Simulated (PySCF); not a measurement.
Compound: C₈H₈.
SMILES with atom numbers: `[CH2:1]=[CH:2][c:3]1[cH:4][cH:5][cH:6][cH:7][cH:8]1` (hydrogens: H9, H10 on C1; H11 on C2; H12 on C4; H13 on C5; H14 on C6; H15 on C7; H16 on C8)

Torsions of this conformer, `[CH2:1]=[CH:2][c:3]1[cH:4][cH:5][cH:6][cH:7][cH:8]1`: C1–C2–C3–C4 -9°.

The closed-shell ground state was solved at several levels (PySCF, density fitting, gas phase, non-relativistic). The structure is a single PBE0-D3(BJ)/def2-TZVP conformer in the gas phase; no vibrational or solvent corrections.

```tsv
level	basis functions	total energy (Eh)	HOMO (eV)	LUMO (eV)	gap (eV)	dipole (D)
KT3/pcSseg-2	400	-314.9093	-5.68	-1.92	3.76	0.20
PBE0/pcSseg-2	400	-309.3770	-6.62	-1.13	5.49	0.18
B97-2/pcSseg-2	400	-309.6423	-6.38	-1.15	5.23	0.19
```

What might wB97X-D/pcSseg-2 (400 basis functions) give for the same quantities?

Total energy -309.6414 Eh, HOMO -8.32 eV, LUMO 0.58 eV, gap 8.90 eV, dipole 0.17 D.

Over all these levels, which gives the widest orbital gap and which the narrowest?

wB97X-D/pcSseg-2 (range-separated hybrid) has the widest, 8.90 eV, and KT3/pcSseg-2 (GGA) the narrowest, 3.76 eV. From the narrowest to the widest the HOMO moves by -2.64 eV and the LUMO by +2.50 eV.

In the pcSseg-2 basis, how does the gap go with the fixed share of exact exchange?

KT3 (0 %) 3.76 eV; B97-2 (21 %) 5.23 eV; PBE0 (25 %) 5.49 eV. Each rise in the share widens the gap here.

How far do the dipole and the HOMO energy spread over the levels?

The dipole runs from 0.17 to 0.20 D (mean 0.19 D) and the HOMO from -8.32 to -5.68 eV.

Note: wB97X-D ran without an empirical dispersion term, which enters the total energy and its gradient alone.
